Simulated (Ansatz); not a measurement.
`[F][SnH]([SH])[Cl]` → H–F + `[SH][Sn][Cl]` at 500 K and 1 bar (stannylene formation by 1,1-elimination).

Gas-phase electronic energies from Ansatz, PBE0-D4/def2-TZVP geometries. CBS: MP2 limit from def2 TZ/QZ plus the TZ coupled-cluster correction, frozen cores. This one scheme is used for every species. def2 core potentials past Kr. For Sn outer-core shells are correlated without core-valence functions, which leaves a few kJ/mol of doubt a bond. One conformer a species, not always the lowest.

```tsv
species	CCSD(T)/CBS energy (Eh)	H − E (kJ/mol)	S (J/(mol·K))
`[F][SnH]([SH])[Cl]`	-1172.67563	91.6	413.7
H–F	-100.39570	39.4	188.7
`[SH][Sn][Cl]`	-1072.27294	55.6	354.6
```

H − E and S are ideal-gas, rigid-rotor, harmonic terms from PBE0-D4/def2-TZVP, for one conformer and one mirror image of each species. 1 Eh = 2625.50 kJ/mol, R = 8.31446 J/(mol·K).

By hand: ΔE, ΔH, ΔS and ΔG.

ΔE = (-100.39570) + (-1072.27294) − (-1172.67563) = 0.00699 Eh = 18.4 kJ/mol. Δ(H − E) = 39.4 + 55.6 − 91.6 = 3.4, so ΔH = 21.8 kJ/mol. ΔS = 188.7 + 354.6 − 413.7 = 129.6 J/(mol·K). ΔG = 21.8 − 500 × (129.6)/1000 = -43.0 kJ/mol.

By hand: the equilibrium constant, and the temperature at which ΔG would vanish if ΔH and ΔS stayed fixed.

log₁₀ K = −ΔG/(RT ln 10) = 4.5. ΔG = 0 at ΔH/ΔS = 168 K.

The number of gas molecules changes by +1, which sets the sign of ΔS. A doubt of 5 kJ/mol in ΔE shifts log₁₀ K by 0.5 here. Other conformers and mirror images would add mixing entropy, several J/(mol·K) or more a flexible species. These are equilibria of isolated gas molecules and say nothing of rates. Largest T1 diagnostic: 0.015 (customary marks: 0.02 for closed shells, 0.045 for open ones).
